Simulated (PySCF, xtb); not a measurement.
SnHFBr₂, SMILES [Br][SnH]([F])[Br].

Harmonic wavenumbers (cm⁻¹) from xtb with GFN2-xTB at its own minimum, in rising order: 59, 95, 101, 195, 240, 370, 381, 398, 1233.

Q: What does r2SCAN-D4/def2-SVP run with PySCF give at its own minimum? (The exact figures need the calculation; the answer reports its results.)

A: 73, 134, 135, 255, 282, 535, 549, 641, 1954. Paired by order, the mean absolute difference is 165 cm⁻¹ and the zero-point energies are 4.4 and 6.5 kcal/mol.
